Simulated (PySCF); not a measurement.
Molecule: SMILES N[SiH2]/C=[CH]/[Al]([OH])[OH]. Atoms near the plane z = 0.0 Å, at the GFN2-xTB optimised geometry (x, y, z in Å): Si1 (-2.6, -0.3, 0.0), C3 (-0.7, -0.3, 0.0), C4 (0.0, -0.8, 1.0), Al5 (2.0, -0.8, 0.9), O6 (2.7, -0.1, -0.4), H8 (-3.1, 1.1, 0.0), H12 (-0.2, 0.2, -0.8).

Computed with B3LYP/def2-TZVP run with PySCF 2.14.0. Cells within 0.4 Å of a nucleus heavier than hydrogen are left out (blank, or x). The values are rescaled to run from 0 to 1.

```
|5555555555555555555555555555555|
|5555555555555555555555555555555|
|5555555555555555555555555555555|
|5555555555555555555555555555555|
|5555555555555555555555555555555|
|5555555555555555555555555555555|
|5555555555555555555555555555555|
|5555555555555555555555555555555|
|5555555555555555555555555555555|
|5555555555555555555555555555555|
|5555544455566665555555555555555|
|5555444455666666555555555555555|
|5555443356677766555555555555555|
|5555444456778876555555565555555|
|5555544456789986555555666555555|
|55555554x6679x86555555665555555|
|5555555xx555xxx5555555555555555|
|5555555544331025566665555555555|
|5555555543332245667766555555555|
|5555555544433456677776655555555|
|5555555554444556677776665555555|
|5555555555445556667766665555555|
|5555555555555556666666665555555|
|5555555555555556666666655555555|
|5555555555555555666666555555555|
|5555555555555555555555555555555|
|5555555555555555555555555555555|
|5555555555555555555555555555555|
|5555555555555555555555555555555|
|5555555555555555555555555555555|
|5555555555555555555555555555555|
```
Scale: ten equal steps from 0.000 (start of '0') to 1.00 (end of '9'), in the order '0123456789'; x runs from -5.50 to 5.50, y from -5.50 (bottom) to 5.50 (top).

Problem. Which quantity is mapped?
A) log10 of the electron density
B) deformation density (molecule minus spherical neutral atoms)
C) an orbital amplitude
D) electron localisation function

Solution. C, an orbital amplitude. In full: LUMO amplitude (bohr^(-3/2)).
